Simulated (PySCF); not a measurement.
**Structure from NMR data**

The spectra below were simulated for a compound C9H10Si.

1H NMR (500 MHz, computed): δ 7.49 (m, 2H), 7.33 (m, 2H), 7.29 (t, 1H), 6.99 (m, 1H), 6.95 (m, 1H), 3.59 (m, 1H), 3.02 (m, 1H), 2.79 (m, 1H).

13C{1H} NMR (computed): δ 152.1 (C), 150.6 (C), 138.0 (CH2), 134.0 (CH, 2C), 130.7 (CH, 2C), 129.2 (CH), 25.9 (CH).

Computed data (PySCF): coordinates at the GFN2-xTB level, shieldings: GIAO PBE0/pcSseg-1. Gas phase, one conformer, rapidly exchanging positions averaged, non-relativistic.

Chemical shifts δ = σref − σ; TMS for 1H, 13C, all at this level.

Deduce the structure.

## Answers


Rings plus π bonds: 6 (2 rings in the answer). 7 carbon signals for 9 carbons: some carbons are equivalent by symmetry or fast rotation. Carbon types of the structure: 2 × C, 6 × CH, 1 × CH2, leaving 2 H on heteroatoms. δC 152.1: fully substituted alkene carbon; the olefinic region. δC 150.6: substituted aromatic carbon. δC 138.0: terminal =CH2 carbon; as expected for a trigonal carbon in a double bond. δC 134.0, 130.7, 129.2: aromatic CH; the aromatic region. δC 25.9: three-membered-ring carbon; carbons of three-membered rings are unusually shielded. δH 7.49, 7.33, 7.29: hydrogen on an aromatic CH; aromatic region. δH 6.99, 6.95: hydrogen on a terminal =CH2 carbon; attached to an sp2 carbon and in the plane of the double bond.

Structure: SMILES C=C1[SiH2][C@H]1c1ccccc1.

The shifts were computed for this structure.

Shifts are as computed. Against solution values, carbons near 30 ppm lie about +3 ppm off and those near 130 ppm about +5 ppm. Of 1211 compounds with measured shifts, 218 miss one by over three times the rms of a fit or turn the order of signals round; such compounds aren't used in these exercises. No couplings were computed; multiplicities are counted from neighbouring protons, with m where these are inequivalent, close in shift, in a saturated or five-membered ring or joined by F or P, and br s for small geminal =CH2 splittings.
